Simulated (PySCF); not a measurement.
C₇H₁₁N₃.
SMILES with atom numbers: `[CH3:1][C:2]([CH3:3])([CH3:4])[c:5]1[cH:6][cH:7][n:8][n:9][n:10]1` (hydrogens: H11, H12, H13 on C1; H14, H15, H16 on C3; H17, H18, H19 on C4; H20 on C6; H21 on C7)

The same species was optimised twice, with GFN2-xTB and with PBE0-D3(BJ)/def2-SVP (PySCF), and the same property calculations (PySCF, gas phase) were run on both structures.

```
     coordinate  GFN2-xTB  PBE0-D3(BJ)/def2-SVP  change
      N8–N9 (Å)     1.292                 1.311  +0.019
     N9–N10 (Å)     1.284                 1.303  +0.019
      C2–C5 (Å)     1.509                 1.519  +0.010
     C5–N10 (Å)     1.337                 1.342  +0.005
      C7–N8 (Å)     1.325                 1.330  +0.005
      C5–C6 (Å)     1.394                 1.391  -0.003
      C2–C4 (Å)     1.528                 1.527  -0.001
      C2–C3 (Å)     1.534                 1.535  +0.001
      C6–C7 (Å)     1.387                 1.387   0.000
      C1–C2 (Å)     1.534                 1.535  +0.001
  N8–N9–N10 (°)     122.6                 121.5    -1.1
   C4–C2–C5 (°)     112.7                 111.7    -1.0
   C6–C7–N8 (°)     121.5                 122.3    +0.8
   C1–C2–C5 (°)     107.5                 108.1    +0.6
   C2–C5–C6 (°)     125.6                 125.2    -0.4
  C6–C5–N10 (°)     119.1                 119.5    +0.4
  C5–N10–N9 (°)     121.7                 121.9    +0.2
   C3–C2–C5 (°)     107.5                 107.7    +0.2
C1–C2–C5–C6 (°)      -121                  -123      -2
```

Rotational constants: A = 2696, B = 1010, C = 874.9 MHz (GFN2-xTB) against A = 2672, B = 1002, C = 867.1 MHz (PBE0-D3(BJ)/def2-SVP). Atoms that the bonding makes alike are paired by their places after alignment.

On the GFN2-xTB structure: HOMO (eV) -6.95 [PBE0/pcSseg-1]; LUMO (eV) -1.68 [PBE0/pcSseg-1]; dipole (D) 5.08 [PBE0/pcSseg-1]; GIAO shielding of C1/C3/C4 (mean) (ppm) 155.8 [PBE0/pcSseg-1]; GIAO shielding of C2 (ppm) 147.6 [PBE0/pcSseg-1]; GIAO shielding of C5 (ppm) 11.3 [PBE0/pcSseg-1]; GIAO shielding of C6 (ppm) 69.0 [PBE0/pcSseg-1]; GIAO shielding of C7 (ppm) 33.2 [PBE0/pcSseg-1]; GIAO shielding of N8 (ppm) -160.5 [PBE0/pcSseg-1]; GIAO shielding of N9 (ppm) -266.7 [PBE0/pcSseg-1]; GIAO shielding of N10 (ppm) -172.0 [PBE0/pcSseg-1].

Problem. What do these properties become on the PBE0-D3(BJ)/def2-SVP structure?

Solution. 
| property | level | on GFN2-xTB | on PBE0-D3(BJ)/def2-SVP | change |
| --- | --- | --- | --- | --- |
| HOMO (eV) | PBE0/pcSseg-1 | -6.95 | -7.18 | -0.23 |
| LUMO (eV) | PBE0/pcSseg-1 | -1.68 | -1.78 | -0.10 |
| dipole (D) | PBE0/pcSseg-1 | 5.08 | 5.11 | +0.03 |
| energy, GFN2-xTB geometry as zero (kcal/mol) | PBE0/pcSseg-1 | 0.0 | -1.2 | -1.2 |
| GIAO shielding of C1/C3/C4 (mean) (ppm) | PBE0/pcSseg-1 | 155.8 | 153.6 | -2.2 |
| GIAO shielding of C2 (ppm) | PBE0/pcSseg-1 | 147.6 | 146.8 | -0.8 |
| GIAO shielding of C5 (ppm) | PBE0/pcSseg-1 | 11.3 | 10.0 | -1.3 |
| GIAO shielding of C6 (ppm) | PBE0/pcSseg-1 | 69.0 | 69.2 | +0.2 |
| GIAO shielding of C7 (ppm) | PBE0/pcSseg-1 | 33.2 | 31.4 | -1.8 |
| GIAO shielding of N8 (ppm) | PBE0/pcSseg-1 | -160.5 | -171.9 | -11.4 |
| GIAO shielding of N9 (ppm) | PBE0/pcSseg-1 | -266.7 | -275.4 | -8.7 |
| GIAO shielding of N10 (ppm) | PBE0/pcSseg-1 | -172.0 | -183.9 | -11.9 |

The heavy atoms differ by 0.022 Å rms after alignment (one structure mirrored). Among bonds between heavy atoms N8–N9 and N9–N10 change most and about equally (+0.019 Å). Changes are differences of the printed values. Neither structure is proved a minimum here.

Shape of the structure used: `[CH3:1][C:2]([CH3:3])([CH3:4])[c:5]1[cH:6][cH:7][n:8][n:9][n:10]1`: C1–C2–C5–C6 -123°.
